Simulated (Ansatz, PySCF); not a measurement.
Gas-phase reaction (SMILES): C[SiH](C)F [fluoro(dimethyl)silane] -> [CH2][SiH](C)F + H atom; the C-H bond at the site shown breaks (other sites are not compared here).

Structures are relaxed separately at B3LYP-D3(BJ)/def2-TZVP in Ansatz (a program for electronic structure), one conformer each, not searched for the lowest. Valence correlation only, unless marked. Open shells are spin-unrestricted. Spin-orbit coupling is left out. No relativistic terms. CBS(X,Y): correlation extrapolated as X^-3; Hartree-Fock from the larger set. The bracket is a focal-point correction in the basis named. Thermal terms are rigid-rotor harmonic-oscillator values from B3LYP-D3(BJ) frequencies (Ansatz or PySCF) at 298.15 K and 1 atm. 1 Eh = 627.5095 kcal/mol. Atoms have translation alone. Electronic entropy comes from spin alone.

```csv
species,"E, RI-MP2/CBS(cc-pV(T+d)Z,cc-pV(Q+d)Z)+[CCSD(T)-MP2]/cc-pV(T+d)Z (Ansatz) (Eh)","E, wB97M-V/def2-TZVPD (Ansatz) (Eh)",H - E (Eh),G - E (Eh)
C[SiH](C)F,-469.27785,-469.83531,0.09219,0.05542
[CH2][SiH](C)F,-468.60373,-469.16810,0.07872,0.04049
H atom,-0.49995,-0.49411,0.00236,-0.01065
```

Work out ΔE and ΔH, ΔG, ΔS and the equilibrium constant at 298.15 K at the first level, then ΔH at the second.


1. ΔE = [(-468.60373) + (-0.49995)] - [(-469.27785)] = 0.17417 Eh = 109.3 kcal/mol at RI-MP2/CBS(cc-pV(T+d)Z,cc-pV(Q+d)Z)+[CCSD(T)-MP2]/cc-pV(T+d)Z.
2. The terms H - E add up to -0.01111 Eh, so ΔH = (0.17417 + (-0.01111))×627.5095 = 102.3 kcal/mol.
3. The terms G - E add up to -0.02558 Eh, so ΔG = 93.2 kcal/mol, and ΔS = (-0.01111 - (-0.02558))×627509.5/298.15 = 30.5 cal/(mol K).
4. log10 K = -ΔG/(RT ln 10) = -68.3, with RT ln 10 = 1.3642 kcal/mol.
5. With ΔH and ΔS taken as constant, ΔG changes sign near ΔH/ΔS = 3350 K, a rough figure that leaves out heat capacities.
6. At wB97M-V/def2-TZVPD the same steps give ΔE = 108.6 and ΔH = 101.7 kcal/mol, a shift of -0.6 from the first level.
7. These values are not checked against measurement here, since the tables used lack a sound gas-phase enthalpy of formation for at least one species.
